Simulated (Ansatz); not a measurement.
Isomers of CH₅FSSi, relaxed with PBE0-D4/def2-TZVP in Ansatz; electronic energies, one conformer each and not always the lowest. Functionals use def2-TZVPP; CBS adds triple-zeta CCSD(T) − MP2 to the MP2 limit of def2-TZVPP and def2-QZVPP.

(1) Order them by energy at frozen-core CCSD(T)/CBS, lowest first. (An estimate is asked.)
A. `FC([SiH3])S`
B. `C[SiH](F)S`
C. `FCS[SiH3]`

(2) How do B3LYP-D4, MP2/CBS(def2), HF/CBS(def2), r2SCAN-D4 place them (kJ/mol, against `C[SiH](F)S`)? (Best estimate.)

Answers

(1) B (0.0 kJ/mol), C (293.6 kJ/mol), A (361.8 kJ/mol).

(2) The calculation gave: 
```tsv
isomer	B3LYP-D4	MP2/CBS(def2)	HF/CBS(def2)	r2SCAN-D4
`FCS[SiH3]`	281.8	304.4	291.8	288.3
`FC([SiH3])S`	348.8	376.3	367.9	357.3
```

B3LYP here is the variant with VWN-RPA as its local correlation; programs differ in this.
